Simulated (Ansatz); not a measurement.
Consider the cleavage of the Si–Ga bond: `N=C=[CH][GaH][SiH3]` + `CCS` → `CCS[SiH3]` + `N=C=[CH][GaH2]`.

Calculated with Ansatz (gas phase, PBE0-D4/def2-TZVP geometries, no zero-point term in ΔE). CCSD(T)/CBS is the MP2 limit (def2-TZVPP, def2-QZVPP) plus CCSD(T) − MP2 in def2-TZVPP, frozen cores. This one scheme is used for every species. DFT in def2-TZVPP. B3LYP here is the variant with VWN-RPA as its local correlation; programs differ in this. For Ga outer-core shells are correlated without core-valence functions, which leaves a few kJ/mol of doubt a bond. Scalar relativity is left out up to krypton. One conformer a species, not always the lowest.

CCSD(T)/CBS gives -32.0 kJ/mol.

Q: Another level gave -34.9 kJ/mol. Which?
A. LDA (SPW92)/def2-TZVPP
B. MP2/def2-TZVPP
C. BHLYP/def2-TZVPP
D. B3LYP-D4/def2-TZVPP

A: C. BHLYP -34.9, LDA (SPW92) -26.1, MP2/def2-TZVPP -39.0, B3LYP-D4 -30.9 kJ/mol.

Q: What do rigid-rotor, harmonic-oscillator terms from PBE0-D4/def2-TZVP frequencies (298.15 K, 1 bar) make of the CCSD(T)/CBS value? (An estimate is asked.)

A: The calculation gave: ΔZPE = -0.4 kJ/mol, ΔH = -33.9 kJ/mol, ΔS = -16 J/(mol·K), ΔG = -29.2 kJ/mol. Modes under 50 cm⁻¹ make the entropy rough.

Largest T1 diagnostic among the species: 0.015.

Leaving LDA and LC-ωPBE aside and taking each functional with its dispersion term where it has one, the values, not all of them listed here, spread over 12.8 kJ/mol, from B97M-V to PBE-D4. At CCSD(T), def2-SVP lies +6.1 kJ/mol from the extrapolated value and def2-TZVPP +1.7 kJ/mol. From BLYP to BHLYP (50 % exact exchange), in def2-TZVPP and without D4, ΔE moves by −8.2 kJ/mol.

CCSD(T)/CBS has its own doubt, a few kJ/mol and more with outer-core shells, so smaller differences from it don't rank the levels.
